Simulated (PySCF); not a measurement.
Eu³⁺ (europium, charge +3) across methods

[Xe] 4f6, high-spin 7F determinant. Computed with PySCF 2.14 in ANO-RCC-VTZP (8s7p5d3f2g1h, 104 functions), with the spin-free X2C one-electron Hamiltonian (Gaussian nucleus).

```csv
method,E (hartree),mean ε 5p α (eV),mean ε 5p β (eV),mean ε 4f α (eV),Σ⟨r²⟩ (bohr²),⟨S²⟩
r2SCAN,-10841.70,-52.635,-50.333,-35.256,35.70,12.005
UHF,-10837.80208,-58.554,-55.692,-46.584,35.76,12.005
LDA,-10833.41,-52.011,-50.074,-35.069,35.77,12.003
PBE0,-10841.36,-53.766,-51.630,-37.985,35.70,12.003
```

Question: Estimate the same row for PBE.

Answer: E (hartree) = -10841.41; mean ε 5p α (eV) = -51.785; mean ε 5p β (eV) = -49.801; mean ε 4f α (eV) = -34.849; Σ⟨r²⟩ (bohr²) = 35.78; ⟨S²⟩ = 12.003.

Spin-orbit coupling, absent here, splits the open shell strongly.
